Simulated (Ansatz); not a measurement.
The same path of ClH + F4Ge (7 atoms, charge 0, multiplicity 1) was run twice with different band settings. Lost on the way: Ge1–F2, H6–Cl7. Made: Ge1–Cl7, F2–H6.

The calculation used RKS B3LYP-D4/def2-SVP in Ansatz 0.2.0.

Relaxed end points:

```xyz
7
Properties=species:S:1:pos:R:3
Ge -0.686 0.423 -0.432
F -0.004 -1.097 -0.838
F -1.928 0.727 -1.564
F -1.384 0.375 1.121
F 0.474 1.662 -0.573
H 1.667 -1.497 0.692
Cl 1.862 -0.592 1.594
```

```xyz
7
Properties=species:S:1:pos:R:3
Ge -0.179 0.758 -0.043
F -0.162 -1.942 -0.079
F -0.552 0.308 -1.649
F -1.378 0.266 1.071
F -0.246 2.474 -0.036
H 0.717 -2.089 0.185
Cl 1.802 0.224 0.551
```

Common settings: climbing image yes; spring 5.0 eV/Å²; optimiser quadratic models (default); start path through a guess of the saddle point; force threshold 0.05 eV/Å; iteration limit 60; end points relaxed.

| run | movable images |
| --- | --- |
| 1 | 7 |
| 2 | 1 |

What does each run give, and how far can it be trusted?

Run 1: converged after 20 iterations, highest image 0.875 eV above the first end. A vibrational analysis at the climbing image gives one clearly imaginary mode, 588i cm⁻¹: a first-order saddle point.
Run 2: converged after 7 iterations, highest image 0.883 eV above the first end. The order of the stationary point at the top wasn't checked. So few images can step over the top or miss a turn of the path.
The orbitals stay closed-shell, which can raise the energy where a bond breaks towards radicals; this wasn't checked here.
